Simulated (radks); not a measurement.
Numerical settings for the dysprosium ion Dy2+, [Xe] 4f10. All-electron calculation, Dirac Kohn-Sham, PBEsol, spin-unpolarised, spherical densities, point nucleus; open shells are shared between the two j in proportion to 2j + 1. Program: a radial shooting solver on a logarithmic mesh with Libxc functionals. The defaults (mesh step 0.008 in ln r, mesh end at 40 bohr or more with all orbitals vanishing there, Anderson mixing 0.5 over 9 steps, residual threshold near 1e-9 with the energy settled to 1e-9 hartree or 1e-11 of itself, here a cap of 95 iterations) give E = -12163.5520 hartree and 4f7/2 at -16.696 eV in 15 iterations. Run on one thread of a shared host, so times are rough (Intel(R) Xeon(R) 6975P-C): 0.14 s of CPU time, 0.14 s wall, 15 iterations on 2541 mesh points. Changes against that run (0 stands for a change within the tolerance of the run):

| setting | iterations | converged | E (mhartree) | e(4f7/2) (meV) | CPU (s) |
|---|---|---|---|---|---|
| mesh step in ln r 0.003 | 15 | yes | 0 | 0 | 0.35 |
| mesh step in ln r 0.05 | 15 | yes | 0 | -0.0393 | 0.03 |
| mesh step in ln r 0.03 | 15 | yes | +0.00165 | 0 | 0.04 |
| mesh end (bohr) 8 | 15 | yes | +0.00907 | +1.22 | 0.13 |
| mesh end (bohr) 3 | 15 | yes | +518 | +6.49e+03 | 0.12 |
| residual threshold 1e-16 | 95 | no | 0 | 0 | 0.38 |
| residual threshold 0.01 | 11 | yes | 0 | +2.44 | 0.11 |
| mixing 1 | 12 | yes | 0 | 0 | 0.11 |
| linear mixing, mixing 0.05 | 95 | no | +0.00723 | -76.8 | 0.68 |
| linear mixing, mixing 0.5 | 95 | no | 0 | 0 | 0.6 |
| mixing history 3 | 18 | yes | 0 | 0 | 0.14 |
| iteration cap 5 | 5 | no | +1.83 | +634 | 0.06 |

Settings that end as converged yet miss the energy by more than 1 mhartree: mesh end (bohr) 3 (+0.518 hartree). A mesh that ends early acts as a hard wall.
